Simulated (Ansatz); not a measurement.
BH₆O₃P, relaxed with RKS PBE0-D4/def2-TZVP in the Gaussian-basis code of Ansatz from a PBE-D4/def2-SVP geometry. The force threshold is 0.005 eV/Å; the program also tests the step.

The species carries charge 0 and has multiplicity 1. The bonds changed during the relaxation, so this is another structure than the one it started from.

Start:

```xyz
11

O    -1.612   -0.288   -0.231
B    -1.159   -0.521    1.051
O    -2.051   -0.301    2.070
O     0.122   -0.947    1.363
P     1.414    0.528   -1.495
H    -0.933   -0.504   -0.895
H    -1.625   -0.478    2.926
H     0.695   -0.996    0.574
H     0.794    1.254   -2.570
H     1.636    1.702   -0.698
H     2.720    0.551   -2.095
```

Problem. How much energy does the relaxation release, and in how many steps? (Best estimate.)

Solution. Computed: 5.53 kJ/mol, in 34 steps, 4 of them rejected.

Problem. Which bonds change most? (Best estimate.)

Solution. Ansatz gave: P5–H11 from 1.437 to 1.415 Å; P5–H9 from 1.438 to 1.416 Å; P5–H10 from 1.436 to 1.415 Å; O1–H6 from 0.974 to 0.959 Å.

Problem. Give the relaxed structure. (An estimate is asked.)

Solution. Ansatz gave: 
```xyz
11

O    -1.779   -0.305   -0.081
B    -1.282   -0.594    1.161
O    -2.174   -1.033    2.092
O     0.040   -0.469    1.514
P     1.528    0.746   -1.526
H    -1.104   -0.002   -0.691
H    -1.743   -1.211    2.930
H     0.598   -0.152    0.796
H     1.021    1.142   -2.788
H     2.312    1.911   -1.345
H     2.581   -0.033   -2.061
```
